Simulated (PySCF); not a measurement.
Hf(OMe)(H)3 (CH6HfO), SMILES C[O][HfH3], multiplicity 1.

The structure is a stationary point at B3LYP-D3(BJ)/def2-SVP. The spin state was assumed, not searched. The structure was generated by enumeration; whether it is a known compound was not checked. The def2 effective core potentials stand for the cores of Hf; spin–orbit coupling is left out.

Calculation: B3LYP-D3(BJ)/def2-SVP (PySCF).

Frequencies are harmonic and unscaled.

Modes within 1.5 cm⁻¹ of each other (mostly degenerate sets) share a row, with their intensities summed.

```tsv
mode	ν (cm⁻¹)	IR (km/mol)	moving atoms (share of kinetic energy)
1	45	0.0	H 100 %
2–3	122	9.1	O 61 %, H 25 %, C 13 %
4–5	394	92.1	H 89 %, O 9 %
6	470	13.5	H 37 %, C 34 %, O 22 %
7	612	260.6	H 74 %, C 14 %, Hf 8 %
8–9	664	141.6	H 100 %
10–11	1174	1.4	H 77 %, C 19 %
12	1219	533.9	O 62 %, C 36 %
13–14	1468	8.8	H 97 %
15	1471	15.6	H 88 %, C 8 %
16–17	1688	1160.4	H 99 %
18	1741	177.5	H 100 %
19	3011	74.5	H 98 %
20–21	3099	45.2	H 90 %, C 10 %
```
